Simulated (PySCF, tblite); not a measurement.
Isomers of C5H12SSi2. Method: GFN2-xTB as coded in tblite; computed harmonic values from a numerical Hessian at the method's own geometry, unscaled. Errors from tens to a few hundred cm⁻¹ against measured bands are possible. Modes of hydrogen on silicon can be 10 to 20 % off. One conformer each.

Electronic energies: PBE0/pcSseg-1 single points on the GFN2-xTB geometries (PySCF, gas phase).

```csv
SMILES,"electronic energy, lowest = 0 (kcal/mol)"
[SiH3]CS[SiH]1CC=CC1,1.0
C=C1CCCS[Si@@H]1[SiH3],2.8
C=C[Si]1(S[SiH2]C)CC1,0.0
C=C[Si]1([SiH2]SC)CC1,28.5
C/C=C\[C@@H]1[SiH2]S[C@H]1[SiH3],21.2
```

**Question.** How do GFN2-xTB zero-point energies change the relative energies?

**Answer.** 
```tsv
SMILES	ZPE (kcal/mol)	of it from modes above 1550 cm⁻¹	electronic (kcal/mol)	with ZPE, lowest = 0 (kcal/mol)	lowest mode (cm⁻¹)	rings
C=C[Si]1(S[SiH2]C)CC1	94.5	52.7	0.0	0.8	25	1
[SiH3]CS[SiH]1CC=CC1	92.7	49.7	1.0	0.0	33	1
C=C1CCCS[Si@@H]1[SiH3]	94.0	49.4	2.8	3.1	46	1
C/C=C\[C@@H]1[SiH2]S[C@H]1[SiH3]	91.4	48.9	21.2	18.9	12	1
C=C[Si]1([SiH2]SC)CC1	94.5	52.4	28.5	29.3	32	1
```

The zero-point energies span 3.1 kcal/mol, from `C/C=C\[C@@H]1[SiH2]S[C@H]1[SiH3]` to `C=C[Si]1(S[SiH2]C)CC1`. With it `[SiH3]CS[SiH]1CC=CC1` becomes the lowest.

**Question.** And how do the electronic energies of GFN2-xTB itself compare?

**Answer.** `C=C[Si]1(S[SiH2]C)CC1` 29.8; `[SiH3]CS[SiH]1CC=CC1` 3.4; `C=C1CCCS[Si@@H]1[SiH3]` 0.0; `C/C=C\[C@@H]1[SiH2]S[C@H]1[SiH3]` 3.4; `C=C[Si]1([SiH2]SC)CC1` 48.0 kcal/mol, lowest = 0. Against the energies above, taken from the same isomer `C=C[Si]1(S[SiH2]C)CC1`, the largest difference is 47.6 kcal/mol.

**Question.** What do entropy and thermal enthalpy add at 298.15 K and 1 bar (rigid rotor, harmonic oscillator, one conformer each)?

**Answer.** 
| SMILES | point group | symmetry number | S (cal/(mol K)) | H − H(0) (kcal/mol) | ZPE + H − H(0) − TS (kcal/mol) |
| --- | --- | --- | --- | --- | --- |
| [SiH3]CS[SiH]1CC=CC1 | C1 | 1 | 108.6 | 7.87 | 68.2 |
| C=C1CCCS[Si@@H]1[SiH3] | C1 | 1 | 104.9 | 7.69 | 70.4 |
| C=C[Si]1([SiH2]SC)CC1 | Cs | 1 | 115.1 | 8.69 | 68.9 |

Not tabulated: `C=C[Si]1(S[SiH2]C)CC1` (lowest mode only 25 cm⁻¹); `C/C=C\[C@@H]1[SiH2]S[C@H]1[SiH3]` (lowest mode only 12 cm⁻¹).
